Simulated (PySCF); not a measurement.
## How methods differ on the excitation energy of P

P [Ne] 3s2 3p3 (4S) → P [Ne] 3s1 3p3 3d1 (6D), as a difference of total energies. Calculation: PySCF 2.14, in aug-cc-pwCVTZ; the non-relativistic Hamiltonian (point nucleus). Correlated levels: nothing frozen. The calculations carry no spin-orbit coupling.

| method | excitation energy (eV) |
| --- | --- |
| UHF | 12.365 |
| MP2 (all electrons) | 14.086 |
| SCS-MP2 (all electrons) | 14.492 |
| CCSD (all electrons) | 14.189 |
| CCSD(T) (all electrons) | 14.307 |

How much does correlation contribute at CCSD(T) (all electrons)?

14.307 − (12.365) = 1.942 eV, measured against UHF.

The upper state lies above the first ionisation limit, but in LS coupling its spin forbids autoionisation to the ground ion.

The promoted electron is Rydberg-like, and one or two diffuse shells describe it only roughly, which tends to raise the upper state.
